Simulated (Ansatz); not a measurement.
# Which is lower?

The two ends of one reaction step of AlH$_{6}$O$_{4}$F, closed shell (PBE0-D4/def2-TZVP).

A:

```csv
atom,x (Å),y (Å),z (Å)
Al1,-0.5823,-0.3496,0.8871
O2,1.1509,-0.6156,0.1905
O3,-1.0300,0.8963,-0.2517
O4,-1.2271,-1.9192,0.6715
H5,1.6314,1.9439,-1.5246
F6,-0.4487,0.1918,2.4527
H7,1.3465,0.0286,-0.5771
O8,1.1508,1.1209,-1.6381
H9,1.2656,-1.5242,-0.1068
H10,-1.8635,1.3583,-0.1935
H11,-1.6201,-2.4029,1.3943
H12,0.2266,1.2716,-1.3043
```

B:

| atom | x (Å) | y (Å) | z (Å) |
| --- | --- | --- | --- |
| Al1 | -0.4070 | -0.5704 | 0.8454 |
| O2 | 1.2118 | -0.6754 | 0.1991 |
| O3 | -1.0422 | 0.7375 | -0.3752 |
| O4 | -1.2578 | -2.0385 | 0.7212 |
| H5 | 1.6753 | 1.9063 | -1.5083 |
| F6 | -0.6139 | 0.3249 | 2.2398 |
| H7 | 1.4267 | 0.4243 | -1.0383 |
| O8 | 1.1041 | 1.1470 | -1.6427 |
| H9 | 1.6129 | -1.5423 | 0.1469 |
| H10 | -1.4653 | 1.4844 | 0.0585 |
| H11 | -1.9628 | -2.2696 | 1.3215 |
| H12 | -0.2817 | 1.0717 | -0.9677 |

Program: Ansatz 0.2.0. Basis: def2-TZVPP. Cores are frozen in the correlated methods. B3LYP uses VWN-RPA correlation.

(1) Which structure is lower at CCSD(T), and by how much? (An estimate is asked for; the value comes from the calculation.)

T1 diagnostic: at most 0.011.

Answers

(1) By the calculation: A, by 0.019 eV (electronic energy, against the other); a gap this small isn't resolved in one triple-zeta basis. By their contacts, A is a complex of AlH₄O₃F ([OH][Al]([OH])([OH2])[F]) + H₂O and B is a complex of AlH₄O₃F ([OH][Al]([OH])([OH2])[F]) + H₂O.

All methods give the same order:

```csv
method,E(B) − E(A) (eV)
SPW92,0.020
PBE-D4,0.014
BLYP-D4,0.016
r2SCAN-D4,0.017
B97M-V,0.019
PBE0-D4,0.018
B3LYP-D4,0.019
r2SCAN0-D4,0.020
BHLYP-D4,0.023
CAM-B3LYP-D4,0.021
wB97X-V,0.019
wB97M-V,0.019
B2PLYP,0.019
PBE-QIDH,0.020
RPA on PBE,0.015
HF,0.025
MP2,0.020
CCSD,0.020
CCSD(T),0.019
```

Labels in which every atom is bracketed show which atoms are joined, not bond orders.

For scale, one of the runs: CCSD(T)/def2-TZVPP, 281 basis functions, launched by `ansatz run in.yaml --threads 8 --pin off --events-out ev --progress --plain --max-ram 19148MiB`. Time: 3.5 min of wall clock on 8 CPU threads of an Arm Neoverse V2; the host was shared. Peak host memory: 8.9 GiB.
